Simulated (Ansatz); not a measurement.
CH3BrF2OTi (`C[O][Ti]([F])([F])[Br]`), relaxed with RKS PBE-D4/def2-SVP in the Gaussian-basis code of Ansatz from a rough embedded geometry. The force threshold is 0.03 eV/Å; the program also tests the step.

Charge 0, multiplicity 1.

Start:

```xyz
9

C    -0.218    0.833   -1.188
O    -0.726   -0.404   -0.806
Ti    0.172   -0.901    0.901
F     1.991   -0.644    0.742
F    -0.143   -2.790    1.211
Br   -0.826    0.420    2.777
H    -0.776    1.257   -1.991
H     0.848    0.693   -1.408
H    -0.323    1.536   -0.238
```

| step | energy (eV) | largest force (eV/Å) | largest move (Å) |
| --- | --- | --- | --- |
| 1 | -101691.3850 | 3.046 | 0.000 |
| 2 | -101692.6248 | 1.441 | 0.199 |
| 3 | -101692.8026 | 0.373 | 0.124 |
| 4 | -101692.8401 | 0.403 | 0.068 |
| 5 | -101692.8729 | 0.496 | 0.125 |
| 6 | -101692.9026 | 0.249 | 0.139 |
| 7 | -101692.9261 | 0.149 | 0.158 |
| 8 | -101692.9279 | 0.245 | 0.192 |
| 9 | -101692.9415 | 0.068 | 0.200 |
| 10 | -101692.9433 | 0.044 | 0.040 |
| 11 | -101692.9435 | 0.078 | 0.040 |
| 12 | -101692.9439 | 0.052 | 0.010 |
| 13 | -101692.9443 | 0.005 | 0.021 |
| 14 | -101692.9445 | 0.023 | 0.052 |

End:

```xyz
9

C    -0.237    0.977   -1.282
O     0.038    0.047   -0.273
Ti    0.283   -0.998    1.098
F     1.999   -1.288    1.302
F    -0.536   -2.522    0.817
Br   -0.611    0.086    3.010
H    -0.961    0.551   -2.011
H     0.698    1.246   -1.819
H    -0.673    1.900   -0.842
```

Hardware: 2 threads of an AMD EPYC 7R13 on a shared host and a share of an NVIDIA H100 80 GB. Wall time 46 s, peak host memory 0.86 GiB.
